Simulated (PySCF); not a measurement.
# Computed records: CH3ClOSi, C2H8BN, AlBH4NO, AlBFH4Si

All values are calculated (PySCF 2.14.0). Calculation on a computer-drawn molecule: the log of a Hartree-Fock and frozen-core CCSD(T) single point meant for a local Hartree-Fock minimum, with one planted fault or none, to be diagnosed. Offsets are logged minus clean, where the clean run is the same molecule without the fault. The reference is restricted for singlets and unrestricted otherwise, and also for a bond in bohr or an excited solution. Adding or removing an electron swaps singlet and doublet. The excited solution moves the top pair (singlet) or top alpha electron (doublet) to the lowest empty orbital. Highest occupied and lowest empty are orbital energies over both spins, largest force is the largest gradient component, triples share is (T) over the correlation energy, the T1 limit is 0.02 restricted and 0.045 unrestricted, electrons count all cores, a negative frequency is imaginary (commonest isotopes), and the dipole is about the centre of nuclear charge.

Common to all runs: logged SCF converged yes; logged CC converged yes; logged SCF stable within its kind yes; possible faults no fault, one electron removed, one electron added, multiplicity raised by two, geometry at a saddle point, SCF held on an excited solution, minimal basis STO-3G, one bond length entered in bohr, all coordinates scaled.

(1) CH3ClOSi

Logged structure:
```xyz
7
CH3ClOSi
C     -2.7516     0.8122    -0.1569
O     -2.8397     0.2733    -1.4562
Si    -2.7998     1.0748    -2.8789
Cl    -2.9953    -0.5563    -4.1920
H     -3.6531     0.5522     0.3959
H     -1.8895     0.3791     0.3481
H     -2.6452     1.9003    -0.1713
```

- meant charge: 0
- meant multiplicity: 1
- meant basis: cc-pV(D+d)Z
- logged electrons: 48
- logged basis functions: 89
- logged spin squared: 0
- logged highest occupied: -9.7397 eV
- logged lowest empty: 1.3795 eV
- logged largest force: 2.332e-05 hartree/bohr
- logged lowest frequency: 113.7 cm⁻¹
- logged T1 diagnostic: 0.014653
- logged D1 diagnostic: 0.054197
- logged triples share: 0.027093
- logged dipole magnitude: 3.2459 debye
- logged energy HF: -862.97549 hartree
- logged energy CCSD(T): -863.57646 hartree
- planted fault: no fault
- HF energy offset from clean run: 0 kcal/mol
- CCSD(T) energy offset from clean run: 0 kcal/mol

Drawn bonds:
| atom | other atom | order |
| --- | --- | --- |
| 1 | 2 | 1 |
| 2 | 3 | 1 |
| 3 | 4 | 1 |
| 1 | 5 | 1 |
| 1 | 6 | 1 |
| 1 | 7 | 1 |

(2) C2H8BN

Logged structure:
```xyz
12
C2H8BN
C     -1.6336     0.5920    -0.1570
C     -0.6004     0.7143    -1.2852
B      0.7809    -0.0077    -0.9794
N      1.4118    -0.8361    -1.9055
H     -2.5510     1.1394    -0.3878
H     -1.9113    -0.4515     0.0186
H     -1.2398     0.9865     0.7833
H     -1.0356     0.3584    -2.2268
H     -0.3772     1.7789    -1.4430
H      1.3333     0.1613     0.0811
H      2.2907    -1.2763    -1.7325
H      1.0320    -1.0384    -2.8074
```

* meant charge: 0
* meant multiplicity: 1
* meant basis: cc-pVDZ
* logged electrons: 32
* logged basis functions: 96
* logged spin squared: 0
* logged highest occupied: -11.514 eV
* logged lowest empty: 4.5608 eV
* logged largest force: 2.901e-05 hartree/bohr
* logged lowest frequency: 66.876 cm⁻¹
* logged T1 diagnostic: 0.011141
* logged D1 diagnostic: 0.045408
* logged triples share: 0.026952
* logged dipole magnitude: 1.6587 debye
* logged energy HF: -159.5863 hartree
* logged energy CCSD(T): -160.2056 hartree
* planted fault: no fault
* HF energy offset from clean run: 0 kcal/mol
* CCSD(T) energy offset from clean run: 0 kcal/mol

Drawn bonds:
| atom | other atom | order |
| --- | --- | --- |
| 1 | 2 | 1 |
| 2 | 3 | 1 |
| 3 | 4 | 1 |
| 1 | 5 | 1 |
| 1 | 6 | 1 |
| 1 | 7 | 1 |
| 2 | 8 | 1 |
| 2 | 9 | 1 |
| 3 | 10 | 1 |
| 4 | 11 | 1 |
| 4 | 12 | 1 |

(3) AlBH4NO

Logged structure:
```xyz
8
AlBH4NO
N     -0.3266    -0.4655    -2.4454
Al     0.4951     0.6908    -1.4719
B      1.5240     2.1820    -0.2294
O      0.7610     3.2308     0.0128
H     -1.2584    -0.3636    -2.8146
H      0.0437    -1.3549    -2.7395
H      2.6385     1.9937     0.1428
H      1.1404     3.9215     0.5479
```

- meant charge: 1
- meant multiplicity: 1
- meant basis: cc-pV(D+d)Z
- logged electrons: 36
- logged basis functions: 85
- logged spin squared: 0
- logged highest occupied: -16.081 eV
- logged lowest empty: -3.7492 eV
- logged largest force: 4.044e-05 hartree/bohr
- logged lowest frequency: 59.111 cm⁻¹
- logged T1 diagnostic: 0.01777
- logged D1 diagnostic: 0.058843
- logged triples share: 0.026298
- logged dipole magnitude: 1.1885 debye
- logged energy HF: -398.08045 hartree
- logged energy CCSD(T): -398.60841 hartree
- planted fault: no fault
- HF energy offset from clean run: 0 kcal/mol
- CCSD(T) energy offset from clean run: 0 kcal/mol

Drawn bonds:
| atom | other atom | order |
| --- | --- | --- |
| 1 | 2 | 1 |
| 2 | 3 | 1 |
| 3 | 4 | 1 |
| 1 | 5 | 1 |
| 1 | 6 | 1 |
| 3 | 7 | 1 |
| 4 | 8 | 1 |

(4) AlBFH4Si

Logged structure:
```xyz
8
AlBFH4Si
F      0.4889    -0.4603    -2.4577
Al     0.4687     0.3076    -0.9867
B      0.5651    -0.8812     0.7100
Si     0.6619    -2.0742     2.3309
H      0.3781     1.8761    -0.9884
H      1.8587    -1.8016     3.1631
H      0.7424    -3.4619     1.8079
H     -0.5365    -1.9533     3.1960
```

* meant charge: 0
* meant multiplicity: 2
* meant basis: cc-pV(D+d)Z
* logged electrons: 45
* logged basis functions: 94
* logged spin squared: 3.7599
* logged highest occupied: -8.853 eV
* logged lowest empty: -1.5803 eV
* logged largest force: 0.012037 hartree/bohr
* logged T1 diagnostic: 0.031845
* logged D1 diagnostic: 0.18108
* logged triples share: 0.023201
* logged dipole magnitude: 1.6776 debye
* logged energy HF: -657.22261 hartree
* logged energy CCSD(T): -657.68393 hartree
* planted fault: withheld

Drawn bonds:
| atom | other atom | order |
| --- | --- | --- |
| 1 | 2 | 1 |
| 2 | 3 | 1 |
| 3 | 4 | 1 |
| 2 | 5 | 1 |
| 4 | 6 | 1 |
| 4 | 7 | 1 |
| 4 | 8 | 1 |

## Withheld values
1. Give the missing planted fault for AlBFH4Si (entry 4).

Answers
1. multiplicity raised by two

Further results for AlBFH4Si (entry 4):

- HF energy offset from clean run: 52.46 kcal/mol
- CCSD(T) energy offset from clean run: 54.62 kcal/mol
